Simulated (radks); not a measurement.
Numerical settings for the lanthanum ion La2+, [Xe] 5d1. Method: scalar-relativistic Kohn-Sham, PBE, spin-polarised, spherical densities, finite nucleus; open shells are filled with parallel spins first (spin-orbit coupling, left out, can overturn this in heavy ions); Fermi nuclear charge, rms radius 4.855 fm; computed with a radial shooting solver on a logarithmic mesh with Libxc functionals. The defaults (mesh step 0.008 in ln r, mesh end at 40 bohr or more with all orbitals vanishing there, Anderson mixing 0.5 over 9 steps, residual threshold near 1e-9 with the energy settled to 1e-9 hartree or 1e-11 of itself, here a cap of 54 iterations) give E = -8492.2987 hartree and 5d at -15.012 eV in 14 iterations. Times are rough (one thread of a shared host). Changes against that run (0 stands for a change within the tolerance of the run):

| setting | iterations | converged | E (mhartree) | e(5d) (meV) | CPU (s) |
|---|---|---|---|---|---|
| mesh step in ln r 0.012 | 14 | yes | 0 | 0 | 0.12 |
| mesh step in ln r 0.03 | 14 | yes | +0.00722 | 0 | 0.05 |
| mesh step in ln r 0.08 | 2 | no | diverged | - | 0.01 |
| mesh end (bohr) 1 | 14 | level above zero | +3.02e+05 | +9.22e+05 | 0.14 |
| mesh end (bohr) 20 | 14 | yes | 0 | 0 | 0.17 |
| residual threshold 0.001 | 9 | yes | 0 | -0.13 | 0.13 |
| residual threshold 1e-13 | 26 | yes | 0 | 0 | 0.24 |
| mixing 0.01 | 30 | yes | 0 | 0 | 0.3 |
| linear mixing, mixing 1 | 26 | no | diverged | - | 0.37 |
| linear mixing, mixing 0.8 | 45 | no | diverged | - | 0.42 |
| mixing history 20 | 20 | yes | 0 | 0 | 0.23 |
| iteration cap 8 | 8 | no | 0 | -0.13 | 0.12 |

Settled on a wrong energy, with an occupied level pushed above zero by the early mesh end: mesh end (bohr) 1 (+302 hartree). Apart from these: no run marked as converged misses the energy by more than 1 mhartree. A mesh that ends early acts as a hard wall.
